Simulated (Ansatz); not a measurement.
A nudged elastic band was laid between two geometries of CH₇AsOSn (11 atoms, charge 0, multiplicity 1).

All numbers below come from Ansatz, RKS PBE/def2-SVP.

- movable images: 7
- climbing image: yes
- spring: 50.0 eV/Å²
- optimiser: quadratic models (default)
- start path: IDPP
- force threshold: 0.05 eV/Å
- iteration limit: 60
- end points: relaxed

Image 0:

```xyz
11
Properties=species:S:1:pos:R:3
As -0.887 2.436 0.191
C 0.226 0.751 0.170
O -0.681 -0.317 0.098
Sn 0.008 -2.225 0.119
H 0.326 3.371 -0.028
H -1.170 2.397 -1.324
H 0.942 0.790 -0.685
H 0.828 0.768 1.113
H 1.033 -2.429 -1.262
H 0.884 -2.453 1.596
H -1.443 -3.144 0.034
```

Image 8:

```xyz
11
Properties=species:S:1:pos:R:3
As -0.244 2.692 -0.198
C 0.525 0.838 -0.053
O -0.478 -0.134 -0.004
Sn 0.023 -2.098 0.157
H -1.288 2.440 0.905
H -1.242 2.289 -1.298
H 1.209 0.738 -0.933
H 1.175 0.864 0.858
H 0.965 -2.523 -1.234
H 0.935 -2.295 1.617
H -1.514 -2.869 0.203
```

Problem. What changes between the two ends?

Solution. No bond is made or broken. The height of As1 over the plane of its neighbours goes from 0.91 to -0.91 Å.

Problem. What energy profile does the band end with?

Solution. It converged. The highest image is number 4 of 0 to 8, 160.0 kJ/mol above the first end and 164.9 kJ/mol above the last; the last end lies 4.9 kJ/mol below the first. Neighbouring images differ by up to 1.4 eV, so the band resolves the path poorly. Another band between the same ends (7 images) ends at a top of the same energy, where a vibrational analysis finds 1 clearly imaginary mode.

| image | path coordinate (Å) | energy (kJ/mol) | height of As1 over the plane of its neighbours (Å) |
| --- | --- | --- | --- |
| 0 | 0.00 | 0.0 | 0.91 |
| 1 | 0.64 | 1.2 | 0.90 |
| 2 | 1.27 | 4.3 | 0.89 |
| 3 | 1.91 | 26.3 | 0.70 |
| 4 | 2.54 | 160.0 | 0.02 |
| 5 | 3.01 | 61.7 | -0.50 |
| 6 | 3.49 | 10.6 | -0.79 |
| 7 | 3.96 | -2.3 | -0.88 |
| 8 | 4.43 | -4.9 | -0.91 |

Problem. What is the geometry of the highest image?

Solution. 
```xyz
11
Properties=species:S:1:pos:R:3:forces:R:3
As -0.333 2.442 -0.377 -0.01 0.01 0.01
C 0.377 0.650 -0.039 -0.01 -0.03 -0.01
O -0.624 -0.284 0.225 0.02 0.03 -0.01
Sn -0.135 -2.262 0.332 -0.01 0.00 0.00
H -0.495 3.451 0.713 0.00 -0.02 -0.01
H -0.681 2.906 -1.753 0.00 0.00 0.01
H 0.984 0.432 -0.953 -0.01 0.00 0.01
H 1.091 0.807 0.806 0.00 0.01 0.00
H 0.695 -2.676 -1.132 0.00 0.00 0.01
H 0.864 -2.519 1.724 0.01 0.00 -0.01
H -1.679 -3.004 0.474 0.00 0.00 0.00
```

The band took 12 iterations and of the order of 5 core-minutes.

Time of the run: 2.6 min on 2 threads of Intel(R) Xeon(R) Platinum 8488C (Sapphire Rapids) (shared host), peak memory 0.19 GiB.
